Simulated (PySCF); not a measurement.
C₄H₄N₂, SMILES c1cncnc1.

The structure is a stationary point at PBE0-D3(BJ)/def2-SVP.

The numbers are results of PBE/def2-TZVP (PySCF), not measurements.

Gas-phase values at a fixed geometry.

Question: Estimate the frontier levels, gap, dipole moment and polarisability. (Estimate from the structure and the level; the computed values follow.)

Answer: 
The highest occupied level is -5.87 eV and the lowest empty level is -2.27 eV. The orbital gap comes out as 3.60 eV and the dipole moment is 2.25 D. The quadrupole, principal values (traceless, Buckingham form, about the centre of nuclear charge) is -3.71, -1.80, 5.51 D·Å, the mean static polarisability comes out as 55.7 bohr³ (8.25 Å³) and the polarisability, principal values comes out as 33.0, 64.7, 69.4 bohr³.
